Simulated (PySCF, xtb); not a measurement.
C₃H₇O, SMILES [CH2]C(C)O, multiplicity 2. Other conformers were not sampled.

Harmonic wavenumbers (cm⁻¹) from GFN2-xTB in xtb at its own minimum, in rising order: 109, 206, 269, 331, 403, 441, 501, 879, 904, 976, 1007, 1070, 1154, 1221, 1239, 1332, 1374, 1391, 1483, 1487, 2845, 3027, 3042, 3053, 3140, 3189, 3544.

Problem. What does PySCF with PBE0-D3(BJ)/def2-SVP give at its own minimum? (Estimate from the structure and the level; the computed values follow.)

Solution. 178, 261, 337, 364, 438, 446, 582, 860, 905, 975, 1032, 1151, 1182, 1271, 1326, 1383, 1399, 1426, 1463, 1467, 2990, 3052, 3145, 3163, 3170, 3287, 3856. Paired by order, the mean absolute difference is 60 cm⁻¹ and the zero-point energies are 56.6 and 58.8 kcal/mol.
